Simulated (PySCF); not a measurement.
Ga(F)(SiH3)2 (FGaH₆Si₂), SMILES [SiH3][Ga]([F])[SiH3].

Geometry: PBE-D3(BJ)/def2-SVP. The structure was generated by enumeration; whether it is a known compound was not checked.

Calculation: PySCF with IEF-PCM-B3LYP/def2-SVP.

The values are the electrostatic part of the solvation free energy, E(continuum) − E(gas) at the gas-phase geometry, in a cavity of scaled van der Waals radii (PySCF's table); cavitation and dispersion terms are not included. A continuum can't describe solvent molecules that bind to the metal. In vacuum the orbital gap is 4.89 eV. The dipole moment in vacuum is 2.03 D.

Computed values in water (ε = 78.36), ethanol (ε = 24.85), chloroform (ε = 4.71):
```csv
solvent,ε,ΔG(elec) (kcal/mol),dipole (D),gap (eV)
water,78.36,-5.7,2.56,5.11
ethanol,24.85,-5.4,2.53,5.10
chloroform,4.71,-4.0,2.39,5.03
```
